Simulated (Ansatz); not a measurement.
A structure relaxed at PBE0-D4/def2-TZVP, charge 0, multiplicity 1:

```json
{"atom": "C1", "x (Å)": "-0.679", "y (Å)": "-1.438", "z (Å)": "-0.016"}
{"atom": "In2", "x (Å)": "0.246", "y (Å)": "0.474", "z (Å)": "0.130"}
{"atom": "S3", "x (Å)": "0.719", "y (Å)": "2.081", "z (Å)": "-1.552"}
{"atom": "Cl4", "x (Å)": "0.961", "y (Å)": "1.241", "z (Å)": "2.227"}
{"atom": "H5", "x (Å)": "-0.678", "y (Å)": "-1.909", "z (Å)": "0.966"}
{"atom": "H6", "x (Å)": "-1.704", "y (Å)": "-1.319", "z (Å)": "-0.368"}
{"atom": "H7", "x (Å)": "-0.130", "y (Å)": "-2.056", "z (Å)": "-0.726"}
{"atom": "H8", "x (Å)": "1.266", "y (Å)": "2.926", "z (Å)": "-0.662"}
```

(1) Give its formula and SMILES.

(2) Point group (tolerance 0.08 Å, 0.16 Å for H)?

(3) Summarise the bond lengths by kind.

## Answers

(1) CH4ClInS, `[CH3][In]([SH])[Cl]`.

(2) Cs.

(3) 1 × C–In 2.129 Å; 3 × C–H 1.089 to 1.090 Å; 1 × In–S 2.373 Å; 1 × Cl–In 2.345 Å; 1 × H–S 1.344 Å.

Computed with Ansatz.
